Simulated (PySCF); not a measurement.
## Polarisability of `C=N[SiH2][PH3+]`

Species: CH7NPSi (charge +1).
Geometry (GFN2-xTB, Å), atoms numbered from 1 in this order:
```xyz
11
CH7NPSi angstrom
C     -2.2268    0.8672    0.0776
N     -1.0639    0.4235   -0.0857
Si    -0.1235   -0.9655    0.1924
P      1.8482   -0.0071   -0.7364
H     -3.0443    0.3153    0.5394
H     -2.4495    1.8754   -0.2614
H      0.2869   -1.2239    1.5649
H     -0.3546   -2.0954   -0.6957
H      3.0113   -0.7453   -0.7819
H      2.3304    1.1463   -0.1577
H      1.7910    0.4123   -2.0472
```

Level: CAM-B3LYP/def2-SVPD (PySCF), static field, nuclei fixed, core orbitals frozen in the response. The polarisability tensor in these axes (au):

```
x   82.97 -5.95 -6.90
y   -5.95 62.84 -3.13
z   -6.90 -3.13 53.73
```

Question: What are the eigenvalues, a third of the trace, and Δα (Δα² = ½Σ(αi − αj)² over the three pairs)?

Answer: Principal values 50.54, 63.31 and 85.69 au; mean 66.51 au = 9.86 Å³ = 10.97 × 10⁻⁴⁰ C²·m²/J; Δα = 30.82 au (46 % of the mean).

Question: In TDDFT the mean static polarisability is Σ f/ω² over all singlet excitations (ω in hartree). How much of it do the 8 lowest give? Their energies (eV) and oscillator strengths: 3.90, 0.0001; 5.33, 0.0286; 6.43, 0.0028; 6.65, 0.0605; 7.00, 0.0056; 7.63, 0.0002; 7.68, 0.0552; 7.86, 0.1708.

Answer: They add up to 4.64 au, 7.0 % of the 66.51 au; the largest single term is 2.05 au, from the state at 7.86 eV. Terms in order: 0.00, 0.75, 0.05, 1.01, 0.08, 0.00, 0.69, 2.05 au. Higher excitations give the rest. The strengths listed sum to 0.324.

Question: Directions of the eigenvectors, and the extent of the frame along each?

Answer: Largest value along (0.96, -0.22, -0.18), where the nuclei span 6.28 Å; middle along (0.14, 0.91, -0.40), 3.16 Å; least along (0.26, 0.35, 0.90), 2.51 Å. The response follows the extents in order.

Question: What depolarisation ratio follows for Rayleigh scattering of linearly polarised light, taking the static tensor?

Answer: ρ = 3Δα²/(45ᾱ² + 4Δα²) = 2849.3/(199087 + 3799.1) = 0.014.

Isolated species at its GFN2-xTB geometry (one conformer only).
